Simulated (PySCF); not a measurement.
Compound: C₆H₁₀Cl (charge +1).
SMILES: `C=C[C+](CC)CCl`

Method: TDDFT PBE0/def2-SVPD, vertical, gas phase, core orbitals frozen in the response in PySCF. Isolated species at its GFN2-xTB geometry (one conformer only). Torsions of this conformer, `[CH2:1]=[CH:2][C+:3]([CH2:4][CH3:5])[CH2:6][Cl:7]`: C1–C2–C3–C4 7°, C2–C3–C4–C5 83°, C2–C3–C6–Cl7 91°.

```
state  E (eV)  E (kJ/mol)  λ (nm)       f  |μ| (D)  main configurations (H = HOMO, L = LUMO)
   S1    4.37         422   283.4   0.037     1.49                    H-1→L (72%), H→L (25%)
   S2    4.68         452   264.7   0.231     3.61                    H→L (66%), H-1→L (26%)
   S3    5.02         484   246.9   0.023     1.11                  H-2→L (83%), H-3→L (13%)
   S4    5.18         500   239.3   0.033     1.29                               H-4→L (83%)
   S5    5.48         529   226.3   0.109     2.29                  H-3→L (76%), H-2→L (13%)
   S6    6.10         589   203.2  0.0029     0.36                               H-5→L (86%)
   S7    6.55         632   189.3  0.0094     0.62                               H-7→L (86%)
   S8    6.67         643   186.0   0.071     1.68                               H-6→L (85%)
```

Triplets (Tamm–Dancoff): T1 2.74 eV, H→L (95%); T2 4.06 eV, H-1→L (94%); T3 4.37 eV, H-2→L (65%), H-3→L (19%).

The lowest singlet lies at 4.37 eV (283 nm, ultraviolet) and is of moderate strength; its leading configuration is HOMO-1→LUMO (72%). The strongest level in the table is S2 at 4.68 eV (265 nm, f = 0.231). Löwdin shares by element: HOMO carbon 59% or more, chlorine 30%; LUMO carbon 66% or more, chlorine 18% (atoms not listed hold the other 16%). The listed states span 2.29 eV, and the widest gap between neighbours is 0.62 eV (S5 to S6). Orbital energies (eV): HOMO-3 -14.77, HOMO-2 -14.52, HOMO-1 -14.04, HOMO -13.32, LUMO -8.22, LUMO+1 -4.97, LUMO+2 -4.05. The oscillator strengths of these states sum to 0.516; summed over the whole spectrum of an exact calculation they would give the number of electrons, 62 (Thomas–Reiche–Kuhn). The window holds the lowest 8 singlets.
